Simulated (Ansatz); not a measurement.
CH3S, charge -1, singlet, at a GFN2-xTB geometry (a gas-phase anion, which may not be bound at this level). Base run: Ansatz (a quantum-chemistry and plane-wave program) with CCSD(T)/6-31G**.

The Ansatz input:
Ansatz 0.2 input:
```yaml
crystal:
  periodic: [false, false, false]
  atoms:
    - {symbol: C, position_ang: [-0.03158867, 1.10849493, 0.00618882]}
    - {symbol: S, position_ang: [0.01982142, -0.69556393, -0.00388339]}
    - {symbol: H, position_ang: [-1.06837494, 1.46368151, -0.03291479]}
    - {symbol: H, position_ang: [0.43481506, 1.50121040, 0.91770101]}
    - {symbol: H, position_ang: [0.50594923, 1.51316136, -0.85978488]}
basis:
  gaussian:
    orbitals: 6-31G__.json
total_charge: -1
magnetization: {spin_polarized: false}
correlation: {method: ccsd_t}
```
The basis file holds 6-31G** in the JSON format of the Basis Set Exchange.

Variants of this job, named by their change:

| change | ΔE vs base (kcal/mol) | MP2 correlation (Eh) | CC correlation without the perturbative part (Eh) | basis functions |
|---|---|---|---|---|
| base | 0.000 | -0.27155 | -0.30075 | 49 |
| electrons = outside_noble_gas | 0.000 | -0.27155 | -0.30075 | 49 |
| diis_vectors = 2 | 0.000 | -0.27155 | -0.30075 | 49 |
| accuracy = high | -0.002 | -0.27155 | -0.30076 | 49 |
| lower_state_search = off | 0.000 | -0.27155 | -0.30075 | 49 |
| method = ccsd | 4.98 | -0.27155 | -0.30075 | 49 |
| diis_vectors = 4 | 0.000 | -0.27155 | -0.30075 | 49 |
| method = mp2 | 23.30 | -0.27155 | - | 49 |
| reference functional = pbe0 | 1.41 | - | -0.30538 | 49 |
| method = bccd | 5.17 | -0.27155 | -0.30045 | 49 |

A gas-phase anion may not be bound at this level; its values then depend on the basis.
